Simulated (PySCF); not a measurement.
## Diatomics of Mg with group 13

PBE0 with double-zeta basis sets in PySCF, for the lowest determinant that a PBE0 search found; no spin–orbit coupling. De refers to high-spin ground-configuration atoms. A positive dipole means M(−)Mg(+).

```json
{"M": "Al", "basis": "aug-cc-pVDZ/aug-cc-pV(D+d)Z", "state (unpaired electrons)": "doublet (π ↑)", "Re (Å)": "2.894", "ωe (cm⁻¹)": "204", "De (eV)": "0.49", "μ (D)": "1.43"}
{"M": "In", "basis": "def2-SVP", "state (unpaired electrons)": "doublet (π ↑)", "Re (Å)": "3.023", "ωe (cm⁻¹)": "151", "De (eV)": "0.42", "μ (D)": "1.02"}
{"M": "Tl", "basis": "def2-SVP", "state (unpaired electrons)": "doublet (π ↑)", "Re (Å)": "3.038", "ωe (cm⁻¹)": "142", "De (eV)": "0.41", "μ (D)": "0.69"}
```

The shortest bond is that of MgAl (2.894 Å), the longest that of MgTl (3.038 Å).

The rows differ in basis set, which adds steps of its own.

Down a group the atoms grow and get heavier, so bonds lengthen and wavenumbers fall; this series shows no clear exception.

Weak bonds: MgAl, MgIn, MgTl. Basis-set superposition, not corrected here, can be much of De in a small basis, most of all at correlated wavefunction levels. Functionals without a dispersion term scatter widely for such bonds, and LDA overbinds them. Spin–orbit coupling is left out, which matters for elements this heavy, above all for dissociation energies. States were picked by a PBE0 search and need not be the measured ground states.
